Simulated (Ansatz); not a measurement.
Consider the cleavage of the Al–Si bond: `C#C[SiH2][AlH][SiH3]` + PH₃ → `[SiH3][AlH][PH2]` + `C#C[SiH3]`.

Gas-phase electronic energies from Ansatz, PBE0-D4/def2-TZVP geometries. CCSD(T)/CBS is the MP2 limit (def2-TZVPP, def2-QZVPP) plus CCSD(T) − MP2 in def2-TZVPP, frozen cores. This one scheme is used for every species. DFT in def2-TZVPP. HSE06 is defined as in plane-wave codes. Each species was taken in one conformer, which may not be the lowest.

Q: Is it downhill or uphill in electronic energy at CCSD(T)/CBS, and by how much? (An estimate is asked.)

A: Ansatz gave: Downhill: ΔE = -8.0 kcal/mol.

Q: What do these levels give: PBE-D4, HSE06-D4, revPBE, HSE06, HF/def2-SVP, CCSD(T)/def2-TZVPP? (Best estimate.)

A: Ansatz gave: PBE-D4 -2.1, HSE06-D4 -3.6, revPBE -5.3, HSE06 -4.8, HF/def2-SVP -17.8, CCSD(T)/def2-TZVPP -7.5 kcal/mol.

Largest T1 diagnostic among the species: 0.015.

At CCSD(T), def2-SVP lies +1.0 kcal/mol from the extrapolated value and def2-TZVPP +0.5 kcal/mol. From BLYP to BHLYP (50 % exact exchange), in def2-TZVPP and without D4, ΔE moves by −2.3 kcal/mol. Leaving LDA and LC-ωPBE aside and taking each functional with its dispersion term where it has one, the values, not all of them listed here, spread over 7.7 kcal/mol, from BHLYP-D4 to PBE-D4. LDA lies +4.5 kcal/mol from PBE without D4.
